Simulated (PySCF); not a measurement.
C₂H₅FN₂Si, SMILES N[Si@@H]1C=N[C@@H]1F. Geometry: B3LYP-D3(BJ)/def2-SVP. The structure was generated by enumeration; whether it is a known compound was not checked. Other conformers were not sampled.

Question: Give the equilibrium geometry at B3LYP-D3(BJ)/def2-SVP (PySCF confirms it by a frequency run) as Cartesian coordinates in Å. (Estimate from the structure and the level; the computed values follow.)

Answer: One answer among several that fit: 
```xyz
11

N      2.0135     0.4985     0.3912
Si     0.4065     0.8805    -0.0611
C     -1.0353     0.5119     1.1250
N     -1.5696    -0.4392     0.4338
C     -0.7148    -0.5307    -0.7717
F     -0.1157    -1.7732    -0.8485
H      2.2820    -0.4104     0.7521
H      2.8081     1.0843     0.1653
H      0.4660     2.2212    -0.7150
H     -1.4873     0.8286     2.0774
H     -1.3251    -0.3954    -1.6824
```
